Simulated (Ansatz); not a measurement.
A run for Ansatz (an electronic-structure program): R-CCSD(T)/def2-SVP on H4SeSn (SMILES [SeH][SnH3]), a point of a torsion scan. Elements past Kr take the def2 small-core potentials; no spin–orbit coupling. The run froze 23 orbitals, filled d shells among them.

Ansatz 0.2 input:
```yaml
crystal:
  periodic: [false, false, false]
  atoms:
    - {symbol: Se, position_ang: [1.71755535, -0.91343292, -0.12875136]}
    - {symbol: Sn, position_ang: [-0.60906657, -0.00865938, 0.01970391]}
    - {symbol: H, position_ang: [2.34581389, 0.37042587, 0.01629355]}
    - {symbol: H, position_ang: [-0.73631885, 1.43686219, -0.81937394]}
    - {symbol: H, position_ang: [-1.07127272, 0.26485932, 1.60831300]}
    - {symbol: H, position_ang: [-1.63934394, -1.13526110, -0.65211458]}
basis:
  gaussian:
    orbitals: def2-SVP
magnetization: {spin_polarized: false}
correlation: {method: ccsd_t, electrons: outside_noble_gas}
scf: {lower_state_search: off}
```

Output:

```
WARN ansatz: RAYON_NUM_THREADS=1 ignored (pool sized by the plan → 1); use --threads N
Functional definition: HF
these checks for a lower state are left out or cut short: stability, starts, cluster_reference, orbital_swaps, neighbouring_geometries, increment
integrals: 0.07 GiB planned
853 factors; integrals over basis functions are off by at most 1.2e-3 eV
mean field: 0.19 GiB planned
mean field evaluation 1: about -71162.9899 eV, gradient 1.3e1 eV
mean field evaluation 2: about -71162.9983 eV, gradient 1.3e1 eV
mean field evaluation 4: about -71163.7579 eV, gradient 1.7e0 eV
mean field evaluation 8: about -71163.7687 eV, gradient 5.5e-5 eV
mean field -71163.76871959 eV, -2615.2202639101 hartree, gradient 3.0e-6 eV, S^2 0.000000; 0 other end points of the search recorded, 0 dependent functions left out
23 core orbitals not correlated
reference -71163.76871959 eV, -2615.2202639101 hartree; 7, 7 occupied and 48, 48 virtual orbitals, 853 factors
second order -5.77307290 eV of doubles, -0.00000000 eV of singles
coupled cluster: 0.14 GiB planned
cycle   1  -6.52594697 eV  change   -7.5e-1 eV  update   6.6e-2
cycle   2  -6.79450048 eV  change   -2.7e-1 eV  update   2.2e-2
cycle   3  -6.80902119 eV  change   -1.5e-2 eV  update   5.3e-3
cycle   4  -6.80745548 eV  change    1.6e-3 eV  update   1.7e-3
cycle   5  -6.80703497 eV  change    4.2e-4 eV  update   4.9e-4
cycle   6  -6.80695267 eV  change    8.2e-5 eV  update   1.4e-4
cycle   7  -6.80696306 eV  change   -1.0e-5 eV  update   4.4e-5
cycle   8  -6.80697262 eV  change   -9.6e-6 eV  update   1.4e-5
perturbative correction -0.16417371 eV, -0.0060332725 hartree
Total energy: -71170.73986592 eV, -2615.4764488124 hartree
Checks for a lower state left out: stability, starts, cluster_reference, orbital_swaps, neighbouring_geometries, increment
```

The calculation finished and met its thresholds.

Cost: around 2.3 core-seconds (rough).
